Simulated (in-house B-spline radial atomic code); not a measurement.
Configurations of Zr II (Zr+), with energies counted from [Kr] 4d2 5s1. Level of theory: scalar-relativistic (X2C) TPSS, spin-polarised, spherical fractional occupations, Fermi nucleus of rms radius 4.2694 fm; calculated with a B-spline radial code for spherical atoms. Shells without spins written out take the highest spin.

Occupations are held fixed; configurations that lie above the ionisation limit could autoionise.

| configuration | E - E(ref) (eV) | highest orbital | its <r> (bohr) |
| --- | --- | --- | --- |
| [Kr] 4d2 5f1 | 10.725 | 5f up | 14.29 |
| [Kr] 4d(1 up, 0 down) 5s(0 up, 1 down) 6f(0 up, 1 down) | 13.853 | 6f down | 20.35 |
| [Ar] 3d10 4s2 4p(2 up, 3 down) 4d(1 up, 1 down) 5s(1 up, 0 down) 6s(0 up, 1 down) | 40.345 | 6s down | 6.91 |
| [Ar] 3d10 4s2 4p5 4d2 4f1 5s1 | 40.64 | 4f up | 7.81 |
| [Ar] 3d10 4s2 4p5 4d2 5s1 6d1 | 41.013 | 6d up | 11.34 |
| [Ar] 3d9 4s2 4p6 4d2 5s2 | 182.48 | 5s down | 3.257 |

Task: Order these further configurations by energy, lowest first.
A. [Kr] 4d(1 up, 0 down) 4f(1 up, 0 down) 5s(1 up, 0 down)
B. [Kr] 4d1 5s1 5p1
C. [Kr] 4d1 5s2
D. [Ar] 3d9 4s2 4p6 4d2 5s1 5f1
E. [Kr] 4d(3 up, 0 down)

Result: E (0.15746 eV), C (1.7184 eV), B (4.6579 eV), A (11.507 eV), D (193.66 eV).

Task: How far above the reference does [Ar] 3d9 4s2 4p6 4d3 5s1 lie?

Result: 178.82 eV; its least bound orbital is 5s up with <r> = 3.253 bohr.

Task: How far above the reference does [Kr] 4d(2 up, 0 down) 5s(0 up, 1 down) lie?

Result: 0.85202 eV; its least bound orbital is 5s down with <r> = 3.504 bohr.
